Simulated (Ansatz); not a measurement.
## Energy profile

The step: SnH₄S ([SH][SnH3]) + H₂O → SnH₄O ([OH][SnH3]) + H₂S; bonds formed: Sn1–O7, S2–H6; bonds broken: Sn1–S2, H6–O7 (atoms numbered as in the saddle structure below).

```
9
angstrom
Sn -0.7663 0.7931 -0.0286
S 0.7947 -1.1716 1.5195
H -1.3771 1.4602 -1.4994
H -2.0636 0.0313 0.7590
H 0.1500 1.9786 0.7611
H 0.7728 -1.1021 -0.1312
O 0.4750 -0.5162 -1.1250
H 1.9230 -0.4481 1.5926
H 0.0915 -1.0249 -1.8481
```

Electronic energies by CCSD(T) at an estimated basis limit (MP2 extrapolated from triple and quadruple zeta, plus CCSD(T) − MP2 in triple zeta), on PBE0-D4/def2-TZVP structures; SnH₆SO, singlet; no counterpoise correction. Ansatz 0.2.0; basis: def2-TZVPP and def2-QZVPP; cores frozen in the correlated methods. Filled d shells of the heavier atoms are correlated. Core potentials replace the inner electrons of the atoms past krypton. The def2 sets are not built for correlating such inner shells, so the correlated values are less sure here. Extrapolation: Hartree–Fock as exp(−7.88 √X), correlation as X^−2.97.

**Question.** Give the profile in kcal/mol, counted from the separated reactants. (An estimate is asked for; the value comes from the calculation.)

**Answer.** The calculation gives:
```csv
point,kcal/mol
"separated: SnH₄S (linked as [SH][SnH3]; Sn1, S2, H3, H4, H5, H8; singlet) + H₂O (H6, O7, H9; singlet)",0.00
start structure,-4.35
saddle,22.15
end structure,7.05
"separated: SnH₄O (linked as [OH][SnH3]; Sn1, H3, H4, H5, O7, H9; singlet) + H₂S (S2, H6, H8; singlet)",11.33
```

T1 diagnostic: at most 0.014.

For scale, one of the runs: CCSD(T)/def2-TZVPP, 207 basis functions, launched by `ansatz run in.yaml --threads 4 --pin off --events-out ev --progress --plain --max-ram 9574MiB`. Time: 71 s of wall clock on 4 CPU threads of an Arm Neoverse V2; the host was shared. Peak host memory: 3 GiB.
